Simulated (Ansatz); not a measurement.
Basis-set extrapolation for CH6BNSi (`CN1B[SiH2]1`) (PBE0-D4/def2-TZVP geometry, frozen core, Ansatz). Multiplicity 1, RHF reference.

```tsv
	def2-TZVPP	def2-QZVPP
HF	-409.469224	-409.484058
MP2 correlation	-0.601354	-0.641673
CCSD(T) correlation	-0.669500	not run
```

Energies in hartree. Use E(X) = E(∞) + A·exp(−7.88·√X) for Hartree–Fock and E(X) = E(∞) + B·X^(−2.97) for correlation, with X = 3 and 4, and add CCSD(T) minus MP2 of the smaller set to the MP2 limit.

What is the CCSD(T) energy at the basis-set limit?

HF limit: -409.484058 + (-0.014834) × 0.13774 = -409.48610. MP2 limit: -0.641673 + (-0.040319) × 0.74074 = -0.67154. Higher-order term: -0.669500 − (-0.601354) = -0.06815. Total: -410.22579 hartree, 228.6 kJ/mol below CCSD(T)/def2-TZVPP.
